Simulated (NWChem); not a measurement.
Molecule: BAsH$_{4}$; SMILES B[AsH2]

All runs: NWChem. Coordinates come from a PBE0/def2-SVP optimisation. Ions are spin-unrestricted doublets at the neutral geometry; other ion states weren't tried.

Problem. What does the run give for CAM-B3LYP/def2-SVP? Quantities: vertical ionisation energy, ΔSCF (eV); −ε(HOMO) (eV).

Solution. 
- vertical ionisation energy, ΔSCF (eV): 9.75
- −ε(HOMO) (eV): 8.58
